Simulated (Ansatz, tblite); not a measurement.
Removing and adding an electron: (ZnTe)6 ring (Zn6Te6). The state is a singlet with charge 0. Geometry: PBE-D4/def2-SVP. Ansatz, gas phase; energy differences of separate SCF runs; the oxidised species was run as a doublet alone; the reduced species was run as a doublet alone.

Cartesian coordinates in Å:
```
Zn -2.0283 -2.0939 0.6749
Te -2.1250 -1.0739 2.9393
Zn -2.4887 0.8461 1.4037
Te -2.7583 2.7658 -0.1551
Zn -0.4578 2.9484 0.7714
Te 1.8664 3.0050 1.6542
Zn 2.0205 2.0789 -0.6493
Te 2.0853 1.1147 -2.9392
Zn 2.4795 -0.8242 -1.4349
Te 2.7922 -2.7465 0.1124
Zn 0.4747 -2.9672 -0.7632
Te -1.8607 -3.0533 -1.6141
```

In the def2 sets Te takes a core potential; there is no spin–orbit coupling. The xTB rows come from tblite. Correlated methods freeze 78 core orbitals; core or outer-core shells of Te are correlated, in sets that lack core-valence functions. Single mean-field runs in def2-TZVP are fitted with def2-universal-jkfit. HOMO above LUMO, or a gap near zero within one spin, warns that the state may not be the lowest or that an electron is smeared out.

Problem. Estimate orbital energies and vertical ionisation energies and electron affinities at: GFN1-xTB; GFN2-xTB; PBE-D4/def2-TZVP; PBE0-D4/def2-TZVP; PBE-QIDH/def2-TZVP.

Solution. 
| level | −HOMO (eV) | vertical IE (eV) | −LUMO (eV) | vertical EA (eV) | HOMO–LUMO gap (eV) | IE − EA (eV) | remarks |
| --- | --- | --- | --- | --- | --- | --- | --- |
| GFN1-xTB | 9.46 | 11.22 | 5.68 | 3.98 | 3.78 | 7.23 | – |
| GFN2-xTB | 9.56 | 11.62 | 5.24 | 3.18 | 4.33 | 8.44 | – |
| PBE-D4/def2-TZVP | 5.65 | – | 2.62 | 1.17 | 3.03 | – | HOMO above zero (-1 doublet), gap within one spin near zero (-1 doublet) |
| PBE0-D4/def2-TZVP | 6.61 | 7.74 | 2.04 | 1.03 | 4.58 | 6.71 | – |
| PBE-QIDH/def2-TZVP | – | 8.29 | – | 0.94 | – | 7.35 | – |

Relaxing the oxidised species (PBE-D4/def2-SVP) changes its energy by -0.51 eV at PBE0-D4/def2-TZVP, so the adiabatic ionisation energy to this nearest minimum is 7.23 eV. On the way Zn1–Te8 forms and Te2–Zn7 forms and Te2–Zn9 forms.  Relaxing the reduced species (PBE-D4/def2-SVP) changes its energy by -3.03 eV at PBE-D4/def2-TZVP, so the adiabatic electron affinity to this nearest minimum is 4.21 eV. On the way the bond Zn3–Te4 breaks and the bond Te6–Zn7 breaks and Zn1–Te4 forms and Te2–Zn5 forms and Zn3–Te6 forms. At PBE0-D4/def2-TZVP it is 4.38 eV.  Run but left out: PBE-D4/def2-TZVP (charge +1 doublet: an occupied level 0.04 eV above an empty one).   A HOMO above zero means that the electron is unbound at that level or that self-interaction error raises the level; the energy of removing that electron tells which. Raw xTB energy differences between charge states are shifted by several eV; the methods need an empirical correction for them. Sets without diffuse functions give affinities that are too small.
